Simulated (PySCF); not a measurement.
Species: Be3 (charge -1 and doublet state).
Atom-mapped SMILES: `[Be:1]1[Be:2][Be-:3]1`

Method: PySCF 2.14.0, UKS B3LYP, def2-TZVP with uncontracted s and p shells and three added tight s functions on Be, non-relativistic, mean-field spin-orbit, GIAO. Geometry: PBE0-D3(BJ)/def2-SVP; no solvent, vibrations or thermal averaging. Whether the extra electron is bound in the gas phase wasn't checked; a finite basis holds it in any case. The geometry's basis has no diffuse functions, a weakness for an anion.

(1) Give the principal g shifts and their parts.

(2) What are the electron Larmor frequencies g μB B/h along the three axes at 350 mT?

(3) At 93.617 GHz, how far is the centre of the isotropic spectrum from where a free electron (g = 2.002319) resonates?

(4) In a frozen sample, at which fields do the three g values resonate at 9.5, 34, 94 and 263 GHz (hyperfine left aside), and which band first spreads them over more than twice a line width of 0.3 mT?

Results:

(1) 
| Δg (ppm) | 1 | 2 | 3 |
| --- | --- | --- | --- |
| relativistic mass correction | -33 | -33 | -33 |
| gauge correction | -1 | 7 | 7 |
| orbital Zeeman/spin–orbit | 5 | 122 | 123 |
| total | -29 | 96 | 97 |

So g = 2.00229, 2.00242, 2.00242 and g_iso = 2.00237; the tensor is axial. Axes: g1 is normal to the molecular plane.

(2) 9.8086, 9.8092, 9.8092 GHz for g1, g2 and g3, a range of 0.6 MHz.

(3) B = hν/(g μB) with μB/h = 13.99624 MHz/mT gives 3340.49 mT for the free electron and 3340.40 mT at g_iso, 0.09 mT lower.

(4) 
```json
{"band": "X", "GHz": "9.5", "B(g3) mT": "338.97", "B(g2) mT": "338.97", "B(g1) mT": "338.99", "spread mT": "0.02"}
{"band": "Q", "GHz": "34.0", "B(g3) mT": "1213.15", "B(g2) mT": "1213.15", "B(g1) mT": "1213.22", "spread mT": "0.08"}
{"band": "W", "GHz": "94.0", "B(g3) mT": "3353.99", "B(g2) mT": "3353.99", "B(g1) mT": "3354.20", "spread mT": "0.21"}
{"band": "J", "GHz": "263.0", "B(g3) mT": "9384.04", "B(g2) mT": "9384.04", "B(g1) mT": "9384.63", "spread mT": "0.59"}
```

The spread grows in proportion to the frequency. It stays under 0.6 mT in all four.

The largest Mulliken spin populations are on Be2 (+0.33), Be3 (+0.33) and Be1 (+0.33). Three atoms exceed +0.15.

The HOMO–LUMO gaps are 1.35 eV among the α and 2.24 eV among the β orbitals.

Hardware: one thread, Intel Xeon Platinum 8375C at 2.90 GHz (x86_64) (shared host). Cost: 3.8 s (with the writing of density and orbital grids), 0.30 GiB resident at most.
